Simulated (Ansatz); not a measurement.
Geometry optimisation, RKS r2SCAN/def2-SVP (Ansatz 0.2.0).

The input (input.yaml):

```yaml
crystal:
  periodic: [false, false, false]
  atoms:
    - { symbol: Ge, position_ang: [0.0, 0.0, 0.0] }
    - { symbol: O, position_ang: [0.0, 0.0, 2.12] }
    - { symbol: H, position_ang: [-0.9095, -0.2814, 2.4571] }
    - { symbol: H, position_ang: [1.4616, 0.0, -0.5162] }
    - { symbol: H, position_ang: [-0.73, 1.2648, -0.5162] }
    - { symbol: H, position_ang: [-0.73, -1.2648, -0.5162] }
    - { symbol: H, position_ang: [0.9656, -1.4663, 0.5833] }
    - { symbol: H, position_ang: [0.7487, -1.1369, 1.5265] }
basis:
  gaussian: { orbitals: def2-SVP }
hamiltonian:
  xc: r2scan
relax:
  f_tol: 0.15
  max_steps: 25
  restrain:
    - { distance: [0, 6], at: 2.75, k: 30.0 }
    - { distance: [7, 1], at: 2.21, k: 30.0 }
    - { distance: [0, 1], at: 1.77, k: 30.0 }
    - { distance: [7, 6], at: 0.66, k: 30.0 }
```

Run as:

```bash
$ ansatz run input.yaml --threads 2 --pin off --max-ram 3072MiB --backend cpu --events-out ev --progress --plain --runs-dir out
```

Where does it end, and by what steps?

The run converged. The restraints hold the end off the free minimum; the threshold counts their pulls, which the force column leaves out. Restrained pairs: Ge1–H7 (1.85 → 2.76 Å), O2–H8 (1.49 → 2.22 Å), Ge1–O2 (2.12 → 1.78 Å), H7–H8 (1.02 → 0.72 Å). After 10 steps the energy has fallen by 2.270 eV (the restraints' own energy left out); H7 moved furthest, 0.74 Å.

| step | energy less start (eV) | largest force component (eV/Å) | accepted |
| --- | --- | --- | --- |
| 0 | 0.0000 | 3.111 | yes |
| 1 | -0.8624 | 2.385 | yes |
| 2 | -1.2636 | 3.917 | yes |
| 3 | -1.8864 | 1.830 | yes |
| 4 | -2.2218 | 1.430 | yes |
| 5 | -2.2079 | 1.383 | no |
| 6 | -2.2490 | 1.221 | yes |
| 7 | -2.2606 | 1.359 | yes |
| 8 | -2.2669 | 1.380 | yes |
| 9 | -2.2633 | 1.400 | no |
| 10 | -2.2702 | 1.395 | yes |

```xyz
8
Properties=species:S:1:pos:R:3
Ge -0.130 0.153 0.039
O -0.069 0.162 1.818
H -0.946 0.052 2.216
H 1.325 0.298 -0.403
H -0.965 1.360 -0.435
H -0.762 -1.145 -0.493
H 1.279 -2.057 0.901
H 1.074 -1.708 1.494
```

Time of the run: 17 s on 2 threads of Arm Neoverse V2, on a shared host, peak memory 0.15 GiB.
